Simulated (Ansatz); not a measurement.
Geometry optimisation, Ansatz, RKS PBE0-D4/def2-SVP.

The input (input.yaml):

```yaml
crystal:
  periodic: [false, false, false]
  atoms:
    - { symbol: Zn, position_ang: [0.0, 0.0, 0.0] }
    - { symbol: Cl, position_ang: [0.0, 0.0, 2.59] }
    - { symbol: O, position_ang: [0.0, 0.0, -1.79] }
    - { symbol: H, position_ang: [0.2547, -0.9174, -2.1271] }
    - { symbol: Br, position_ang: [-2.5398, -0.4607, 0.8577] }
    - { symbol: H, position_ang: [-1.441, -0.2614, 2.1491] }
basis:
  gaussian: { orbitals: def2-SVP }
hamiltonian:
  xc: pbe0
  dispersion: d4
relax:
  f_tol: 0.15
  max_steps: 25
  restrain:
    - { distance: [0, 4], at: 2.42, k: 30.0 }
    - { distance: [5, 1], at: 1.37, k: 30.0 }
    - { distance: [0, 1], at: 3.44, k: 30.0 }
    - { distance: [5, 4], at: 2.75, k: 30.0 }
output:
  orbitals: {}
```

Command:

```bash
$ ansatz run input.yaml --threads 2 --pin off --max-ram 3072MiB --backend cpu --events-out ev --progress --plain --runs-dir out
```

Problem. Where does it end, and by what steps?

Solution. The run converged. The restraints hold the end off the free minimum; the threshold counts their pulls, which the force column leaves out. Restrained pairs: Zn1–Br5 (2.72 → 2.38 Å), Cl2–H6 (1.53 → 1.33 Å), Zn1–Cl2 (2.59 → 3.43 Å), Br5–H6 (1.71 → 2.75 Å). After 9 steps the energy has fallen by 0.789 eV (the restraints' own energy left out); Zn1 moved furthest, 1.12 Å.

```json
{"step": "0", "energy less start (eV)": "0.0000", "largest force component (eV/Å)": "1.866", "accepted": "yes"}
{"step": "1", "energy less start (eV)": "0.1925", "largest force component (eV/Å)": "2.766", "accepted": "yes"}
{"step": "2", "energy less start (eV)": "0.1551", "largest force component (eV/Å)": "3.486", "accepted": "yes"}
{"step": "3", "energy less start (eV)": "-0.2115", "largest force component (eV/Å)": "2.066", "accepted": "yes"}
{"step": "4", "energy less start (eV)": "-0.4699", "largest force component (eV/Å)": "1.334", "accepted": "yes"}
{"step": "5", "energy less start (eV)": "-0.6033", "largest force component (eV/Å)": "1.309", "accepted": "yes"}
{"step": "6", "energy less start (eV)": "-0.7570", "largest force component (eV/Å)": "1.168", "accepted": "yes"}
{"step": "7", "energy less start (eV)": "-0.7838", "largest force component (eV/Å)": "1.140", "accepted": "yes"}
{"step": "8", "energy less start (eV)": "-0.7580", "largest force component (eV/Å)": "1.293", "accepted": "no"}
{"step": "9", "energy less start (eV)": "-0.7895", "largest force component (eV/Å)": "1.159", "accepted": "yes"}
```

```xyz
6
Properties=species:S:1:pos:R:3
Zn -0.938 -0.253 -0.553
Cl 0.225 -0.018 2.670
O 0.475 -0.043 -1.602
H 0.568 -0.757 -2.244
Br -2.956 -0.406 0.698
H -1.100 -0.162 2.711
```

The run took 32 s on 2 threads of Arm Neoverse V2, with other jobs on the host, peak memory 0.27 GiB.
